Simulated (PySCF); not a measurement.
F₃In, charge +1, doublet, at a GFN2-xTB geometry (such geometries of metal compounds can be far from the true shape) (a state made from the parent by changing its charge; the spin is typed, not shown lowest) (core potentials on In), with bond 2-1 at 3.0 times its length; PySCF with PBE/def2-SV(P).

Input for PySCF:
```python
from pyscf import gto, scf, dft

mol = gto.Mole()
mol.atom = '''
    In   -0.01118697    0.00554822   -0.00431998
    F    -5.27738910   -3.39512950    0.16318649
    F     0.06454339    1.97214584   -0.70878044
    F     1.76295114   -0.87434178    0.68078484
'''
mol.basis = 'def2-sv(p)'
mol.ecp = {'In': 'def2-sv(p)'}
mol.charge = 1
mol.spin = 1
mol.verbose = 4
mol.build()

mf = dft.UKS(mol)
mf.xc = 'pbe'
mf.kernel()
mo_i, mo_e, stable_i, stable_e = mf.stability(internal=True, external=False, return_status=True, nroots=6, tol=1e-6)
print('internally stable:', stable_i, ' externally stable:', stable_e)
if not stable_i:
    umf = mf.copy()
    umf.scf_summary = {}
    umf.kernel(umf.make_rdm1(mo_i, mf.mo_occ))
```

It wrote (shortened):

```
PySCF version 2.14.0

[INPUT] verbose = 4
[INPUT] num. atoms = 4
[INPUT] num. electrons = 47
[INPUT] charge = 1
[INPUT] spin (= nelec alpha-beta = 2S) = 1
[INPUT] symmetry False subgroup None
[INPUT] Mole.unit = angstrom
[INPUT] Symbol           X                Y                Z      unit          X                Y                Z       unit  Magmom
[INPUT]  1 In    -0.011186970000   0.005548220000  -0.004319980000 AA   -0.021140309464   0.010484616279  -0.008163579064 Bohr   0.0
[INPUT]  2 F     -5.277389100000  -3.395129500000   0.163186490000 AA   -9.972820051765  -6.415864912432   0.308377773329 Bohr   0.0
[INPUT]  3 F      0.064543390000   1.972145840000  -0.708780440000 AA    0.121969330251   3.726815515300  -1.339400914049 Bohr   0.0
[INPUT]  4 F      1.762951140000  -0.874341780000   0.680784840000 AA    3.331494825590  -1.652266503465   1.286496897356 Bohr   0.0

nuclear repulsion = 134.790201394214
number of shells = 28
number of NR pGTOs = 133
number of NR cGTOs = 68
basis = def2-sv(p)
ecp = {'In': 'def2-sv(p)'}

******** <class 'pyscf.dft.uks.UKS'> ********
method = UKS
initial guess = minao
damping factor = 0
level_shift factor = 0
DIIS = <class 'pyscf.scf.diis.CDIIS'>
diis_start_cycle = 1
diis_space = 8
diis_damp = 0
SCF conv_tol = 1e-09
SCF conv_tol_grad = None
SCF max_cycles = 50
direct_scf = True
direct_scf_tol = 1e-13
number electrons alpha = 24  beta = 23
XC library pyscf.dft.libxc version 7.1.2
    S. Lehtola, C. Steigemann, M. J. T. Oliveira, and M. A. L. Marques,  SoftwareX 7, 1–5 (2018)
XC functionals = pbe
    J. P. Perdew, K. Burke, and M. Ernzerhof,  Phys. Rev. Lett. 77, 3865 (1996)
    J. P. Perdew, K. Burke, and M. Ernzerhof,  Phys. Rev. Lett. 78, 1396 (1997)
    J. P. Perdew, K. Burke, and M. Ernzerhof,  Phys. Rev. Lett. 77, 3865 (1996)
    J. P. Perdew, K. Burke, and M. Ernzerhof,  Phys. Rev. Lett. 78, 1396 (1997)
radial grids:
    Treutler-Ahlrichs [JCP 102, 346 (1995); DOI:10.1063/1.469408] (M4) radial grids

becke partition: Becke, JCP 88, 2547 (1988); DOI:10.1063/1.454033
pruning grids: <function nwchem_prune>
grids dens level: 3
symmetrized grids: False
atomic radii adjust function: <function treutler_atomic_radii_adjust>
small_rho_cutoff = 0
Set gradient conv threshold to 3.16228e-05
tot grids = 64664
init E= -468.066841320586

cycle= 1 E= -475.482840568573  delta_E= -7.42  |g|= 2.08  |ddm|= 9.03
cycle= 2 E= -247.655687736885  delta_E=  228  |g|= 4.99  |ddm|= 11.6

cycle= 3 E= -479.652747851932  delta_E= -232  |g|= 2.22  |ddm|= 11.3
cycle= 4 E= -475.490405392289  delta_E= 4.16  |g|= 2.01  |ddm|=  1.4
cycle= 5 E= -475.357529955697  delta_E= 0.133  |g|= 2.09  |ddm|= 0.123
cycle= 6 E= -441.435783539049  delta_E= 33.9  |g|= 2.19  |ddm|= 9.97
cycle= 7 E= -485.845892246259  delta_E= -44.4  |g|= 2.37  |ddm|= 8.71

cycle= 8 E= -487.000430753531  delta_E= -1.15  |g|= 1.72  |ddm|= 1.22
cycle= 9 E= -487.129061081727  delta_E= -0.129  |g|= 1.61  |ddm|= 1.05
cycle= 10 E= -475.613221308824  delta_E= 11.5  |g|= 2.12  |ddm|= 3.48
cycle= 11 E= -486.921862471834  delta_E= -11.3  |g|= 1.82  |ddm|= 3.57
cycle= 12 E= -486.911225350311  delta_E= 0.0106  |g|= 1.82  |ddm|= 0.0281
cycle= 13 E= -462.505368989941  delta_E= 24.4  |g|= 1.97  |ddm|= 4.29
cycle= 14 E= -475.757646015628  delta_E= -13.3  |g|= 2.12  |ddm|= 2.14
cycle= 15 E= -486.249358780162  delta_E= -10.5  |g|= 2.21  |ddm|= 3.38

cycle= 16 E= -485.5765547688  delta_E= 0.673  |g|=  2.5  |ddm|= 0.363
cycle= 17 E= -439.577575783049  delta_E=   46  |g|= 2.35  |ddm|= 8.66
cycle= 18 E= -486.89738308675  delta_E= -47.3  |g|= 1.78  |ddm|= 8.91
cycle= 19 E= -486.859068474094  delta_E= 0.0383  |g|= 1.81  |ddm|= 0.0474

cycle= 20 E= -486.421582451283  delta_E= 0.437  |g|= 1.42  |ddm|= 2.61
cycle= 21 E= -476.047574408938  delta_E= 10.4  |g|= 1.91  |ddm|= 2.08
cycle= 22 E= -486.594574600505  delta_E= -10.5  |g|= 1.32  |ddm|= 2.08
cycle= 23 E= -486.620580554631  delta_E= -0.026  |g|= 1.29  |ddm|= 0.234
cycle= 24 E= -486.643830685136  delta_E= -0.0233  |g|= 1.27  |ddm|= 0.292
cycle= 25 E= -476.015515194179  delta_E= 10.6  |g|= 1.92  |ddm|= 2.12
cycle= 26 E= -482.0823287801  delta_E= -6.07  |g|= 2.95  |ddm|= 2.99
cycle= 27 E= -487.539818303167  delta_E= -5.46  |g|= 1.27  |ddm|= 2.21
cycle= 28 E= -487.392704876431  delta_E= 0.147  |g|= 1.34  |ddm|= 1.15
cycle= 29 E= -487.904604127334  delta_E= -0.512  |g|= 0.883  |ddm|= 0.969
cycle= 30 E= -486.874262035718  delta_E= 1.03  |g|= 1.01  |ddm|= 2.17
cycle= 31 E= -487.774277100663  delta_E= -0.9  |g|= 1.03  |ddm|= 2.26

cycle= 32 E= -487.835164300244  delta_E= -0.0609  |g|= 0.964  |ddm|= 0.853

cycle= 33 E= -487.822857332963  delta_E= 0.0123  |g|= 0.976  |ddm|= 0.437

cycle= 34 E= -487.825433516813  delta_E= -0.00258  |g|= 0.967  |ddm|= 0.427

cycle= 35 E= -488.643563897775  delta_E= -0.818  |g|= 0.216  |ddm|= 0.968
cycle= 36 E= -487.620719774456  delta_E= 1.02  |g|= 1.15  |ddm|= 1.09

cycle= 37 E= -487.753365952497  delta_E= -0.133  |g|= 1.03  |ddm|= 0.178

cycle= 38 E= -487.768539066118  delta_E= -0.0152  |g|= 1.02  |ddm|= 0.0909
cycle= 39 E= -488.287551732564  delta_E= -0.519  |g|= 0.524  |ddm|= 1.59
cycle= 40 E= -487.916354559316  delta_E= 0.371  |g|= 0.872  |ddm|= 1.64

cycle= 41 E= -487.91451776517  delta_E= 0.00184  |g|= 0.874  |ddm|= 0.119

cycle= 42 E= -487.90828800614  delta_E= 0.00623  |g|= 0.881  |ddm|= 0.0464
cycle= 43 E= -487.911280652577  delta_E= -0.00299  |g|= 0.877  |ddm|= 0.279

cycle= 44 E= -487.82016680323  delta_E= 0.0911  |g|= 0.949  |ddm|= 0.76
cycle= 45 E= -487.964964207379  delta_E= -0.145  |g|= 0.819  |ddm|= 0.671
cycle= 46 E= -487.961863857454  delta_E= 0.0031  |g|= 0.828  |ddm|= 0.258
cycle= 47 E= -487.923281831043  delta_E= 0.0386  |g|= 0.875  |ddm|= 0.169
cycle= 48 E= -469.691234207905  delta_E= 18.2  |g|= 2.03  |ddm|= 3.78
cycle= 49 E= -487.695632919515  delta_E=  -18  |g|= 1.15  |ddm|= 3.93

cycle= 50 E= -487.514085682906  delta_E= 0.182  |g|= 1.28  |ddm|= 0.983
SCF not converged.
SCF energy = -487.514085682906 after 50 cycles  <S^2> = 0.75364431  2S+1 = 2.003641
uhf_internal: lowest eigs of H = [-3.34572416 -3.34528426 -3.3443612  -2.65363699 -2.65354007 -2.64971075]
<class 'pyscf.dft.uks.UKS'> wavefunction has an internal instability
internally stable: False  externally stable: None

******** <class 'pyscf.dft.uks.UKS'> ********
method = UKS
initial guess = minao
damping factor = 0
level_shift factor = 0
DIIS = <class 'pyscf.scf.diis.CDIIS'>
diis_start_cycle = 1
diis_space = 8
diis_damp = 0
SCF conv_tol = 1e-09
SCF conv_tol_grad = None
SCF max_cycles = 50
direct_scf = True
direct_scf_tol = 1e-13
number electrons alpha = 24  beta = 23
XC library pyscf.dft.libxc version 7.1.2
    S. Lehtola, C. Steigemann, M. J. T. Oliveira, and M. A. L. Marques,  SoftwareX 7, 1–5 (2018)
XC functionals = pbe
    J. P. Perdew, K. Burke, and M. Ernzerhof,  Phys. Rev. Lett. 77, 3865 (1996)
    J. P. Perdew, K. Burke, and M. Ernzerhof,  Phys. Rev. Lett. 78, 1396 (1997)
    J. P. Perdew, K. Burke, and M. Ernzerhof,  Phys. Rev. Lett. 77, 3865 (1996)
    J. P. Perdew, K. Burke, and M. Ernzerhof,  Phys. Rev. Lett. 78, 1396 (1997)
radial grids:
    Treutler-Ahlrichs [JCP 102, 346 (1995); DOI:10.1063/1.469408] (M4) radial grids

becke partition: Becke, JCP 88, 2547 (1988); DOI:10.1063/1.454033
pruning grids: <function nwchem_prune>
grids dens level: 3
symmetrized grids: False
atomic radii adjust function: <function treutler_atomic_radii_adjust>
small_rho_cutoff = 0
Set gradient conv threshold to 3.16228e-05
init E= -488.322358913117
cycle= 1 E= -473.800549175477  delta_E= 14.5  |g|= 2.83  |ddm|= 3.88

cycle= 2 E= -268.440711995508  delta_E=  205  |g|= 4.08  |ddm|=   11
cycle= 3 E= -458.63570217227  delta_E= -190  |g|= 3.19  |ddm|= 12.1
cycle= 4 E= -460.770032161472  delta_E= -2.13  |g|= 2.46  |ddm|= 1.53
cycle= 5 E= -482.697594174005  delta_E= -21.9  |g|= 3.19  |ddm|=  4.4
cycle= 6 E= -474.330634014149  delta_E= 8.37  |g|= 2.58  |ddm|= 3.25
cycle= 7 E= -474.736741314634  delta_E= -0.406  |g|= 2.39  |ddm|= 0.391
cycle= 8 E= -474.62041014118  delta_E= 0.116  |g|= 2.44  |ddm|= 0.192
cycle= 9 E= -484.366974715303  delta_E= -9.75  |g|= 2.76  |ddm|= 3.88

cycle= 10 E= -484.28202330668  delta_E= 0.085  |g|= 2.75  |ddm|= 0.448
cycle= 11 E= -255.220461705505  delta_E=  229  |g|= 4.93  |ddm|= 10.3

cycle= 12 E= -440.254566162495  delta_E= -185  |g|=  1.9  |ddm|=  5.1

cycle= 13 E= -485.260533671827  delta_E=  -45  |g|= 2.19  |ddm|= 9.37
cycle= 14 E= -475.541928373812  delta_E= 9.72  |g|= 2.26  |ddm|= 1.99
cycle= 15 E= -460.553136686756  delta_E=   15  |g|= 2.71  |ddm|= 2.78
cycle= 16 E= -460.461499839243  delta_E= 0.0916  |g|= 2.73  |ddm|= 0.288
cycle= 17 E= -460.449339341413  delta_E= 0.0122  |g|= 2.74  |ddm|= 0.0881
cycle= 18 E= -460.355695491922  delta_E= 0.0936  |g|= 2.78  |ddm|= 0.468
cycle= 19 E= -459.620329131952  delta_E= 0.735  |g|= 2.97  |ddm|= 1.03
cycle= 20 E= -459.522807660966  delta_E= 0.0975  |g|= 3.01  |ddm|= 0.48
cycle= 21 E= -382.226620189608  delta_E= 77.3  |g|= 2.92  |ddm|= 10.5
cycle= 22 E= -484.606649970108  delta_E= -102  |g|= 2.47  |ddm|= 9.68

cycle= 23 E= -460.517900894478  delta_E= 24.1  |g|= 2.85  |ddm|= 3.28

cycle= 24 E= -460.414227902685  delta_E= 0.104  |g|= 2.87  |ddm|= 0.245

cycle= 25 E= -460.177472683152  delta_E= 0.237  |g|= 2.93  |ddm|= 0.555

cycle= 26 E= -459.657373059101  delta_E= 0.52  |g|= 3.05  |ddm|= 0.988

cycle= 27 E= -459.507864672041  delta_E= 0.15  |g|= 3.06  |ddm|= 0.473

cycle= 28 E= -459.63397574005  delta_E= -0.126  |g|= 3.06  |ddm|= 0.351

cycle= 29 E= -459.63890341539  delta_E= -0.00493  |g|= 3.06  |ddm|= 0.0209
cycle= 30 E= -426.577106741054  delta_E= 33.1  |g|= 4.41  |ddm|= 10.4
cycle= 31 E= -421.620059562893  delta_E= 4.96  |g|= 3.76  |ddm|= 4.26
cycle= 32 E= -475.285479728373  delta_E= -53.7  |g|=  2.1  |ddm|= 10.4

cycle= 33 E= -486.390723997664  delta_E= -11.1  |g|= 1.29  |ddm|= 2.79
cycle= 34 E= -462.441988043748  delta_E= 23.9  |g|= 1.62  |ddm|= 3.56

cycle= 35 E= -487.511093629011  delta_E= -25.1  |g|= 1.37  |ddm|= 4.64

cycle= 36 E= -475.775020100341  delta_E= 11.7  |g|= 1.96  |ddm|= 3.49
cycle= 37 E= -476.10231378393  delta_E= -0.327  |g|=  1.8  |ddm|= 0.458
cycle= 38 E= -486.989235306743  delta_E= -10.9  |g|= 1.62  |ddm|= 3.16
cycle= 39 E= -486.793630648188  delta_E= 0.196  |g|= 1.85  |ddm|= 1.34
cycle= 40 E= -487.1092614902  delta_E= -0.316  |g|= 1.75  |ddm|= 1.23

cycle= 41 E= -486.452374320247  delta_E= 0.657  |g|= 2.12  |ddm|= 0.891
cycle= 42 E= -441.19757008631  delta_E= 45.3  |g|= 2.51  |ddm|= 8.78
cycle= 43 E= -487.237902631789  delta_E=  -46  |g|= 1.52  |ddm|= 8.92

cycle= 44 E= -486.233923097675  delta_E=    1  |g|=  1.5  |ddm|= 2.59
cycle= 45 E= -486.536478914294  delta_E= -0.303  |g|=  1.3  |ddm|=  1.5
cycle= 46 E= -487.748443077848  delta_E= -1.21  |g|= 1.01  |ddm|= 2.25
cycle= 47 E= -487.333179091485  delta_E= 0.415  |g|= 1.44  |ddm|=  1.2
cycle= 48 E= -488.593985859377  delta_E= -1.26  |g|= 0.376  |ddm|= 1.19
cycle= 49 E= -488.630219532987  delta_E= -0.0362  |g|= 0.267  |ddm|= 0.749
cycle= 50 E= -488.662281515217  delta_E= -0.0321  |g|= 0.0814  |ddm|= 0.334
SCF not converged.
SCF energy = -488.662281515217 after 50 cycles  <S^2> = 0.75151194  2S+1 = 2.0015114
```

The run did not converge; its last values are not results.
